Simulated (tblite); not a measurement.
Start geometry of `O=C([Si@H]1[SiH2][C@@H](C1)C[SiH3])C` from a force field or distance geometry (Å):
```
atom  x, y, z in Å
C1    -2.9874    1.0883   -0.3164
C2    -2.8100   -0.3838   -0.4746
O3    -3.4257   -1.0811   -1.2543
Si4   -1.5401   -1.2465    0.5778
C5    -0.0439   -0.1626    1.1257
C6     0.7208   -0.2402   -0.2596
C7     2.2549   -0.1115   -0.2105
Si8    2.9147    1.6175    0.1433
Si9    0.1307   -2.0958   -0.6294
H10   -3.1944    1.3470    0.7339
H11   -2.1147    1.6213   -0.6782
H12   -3.8627    1.4027   -0.9084
H13   -2.0692   -2.0630    1.7346
H14   -0.3419    0.8506    1.4034
H15    0.4869   -0.5919    1.9734
H16    0.2959    0.4089   -1.0256
H17    2.6695   -0.7836    0.5581
H18    2.6766   -0.4317   -1.1697
H19    2.4151    2.5552   -0.8942
H20    2.4359    2.0771    1.4731
H21    4.3895    1.6111    0.1338
H22   -0.0298   -2.3007   -2.0926
H23    1.0245   -3.0603    0.0665
```

What comes out of this run: tblite 0.8.0, GFN2-xTB geometry optimisation, gas phase?

```
atom  x, y, z in Å
C1    -3.093    0.760   -0.727
C2    -3.113   -0.469    0.140
O3    -4.140   -1.037    0.437
Si4   -1.432   -1.193    0.727
C5    -0.015    0.100    0.933
C6     0.822   -0.156   -0.346
C7     2.325   -0.169   -0.090
Si8    3.017    1.496    0.519
Si9    0.042   -1.817   -0.969
H10   -2.739    1.599   -0.130
H11   -2.393    0.616   -1.548
H12   -4.084    0.985   -1.115
H13   -1.744   -1.958    1.940
H14   -0.294    1.147    1.044
H15    0.578   -0.151    1.812
H16    0.615    0.642   -1.067
H17    2.556   -0.956    0.633
H18    2.837   -0.446   -1.015
H19    2.651    2.536   -0.448
H20    2.472    1.850    1.832
H21    4.475    1.404    0.622
H22   -0.287   -1.795   -2.402
H23    0.940   -2.960   -0.773
```

The energy falls by 0.637 eV over 180 L-BFGS steps, the largest force on an atom goes from 2.49 to 0.008 eV/Å, and the atoms move by 0.677 Å rms after alignment. The bond that changes most is Si4–Si9 (SiH silicon to SiH2 silicon), which lengthens by 0.103 Å. Bonds longer at the end by more than 0.005 Å: 4 of 23; shorter: 12. Among the angles that change most is C2–Si4–H13, from 116.4° to 105.2°. Among the dihedrals that turn most is C1–C2–Si4–C5, from -28° to 30°. Rotational constants go from 1623, 515.8, 444.9 to 1840, 460.8, 417.3 MHz. The orientation of the end geometry is arbitrary; only internal coordinates are fixed.

The run took 2.9 s wall on one thread, Intel Xeon Platinum 8375C at 2.90 GHz (x86_64), on a shared host.

Its GFN2-xTB frequencies are all real (lowest 27 cm⁻¹). One conformer, not necessarily the lowest. 3 starts were optimised and ended at 0.00, 0.93 and 1.57 kcal/mol (GFN2-xTB); the lowest of these is shown.

The numbers are calculated, not measured.
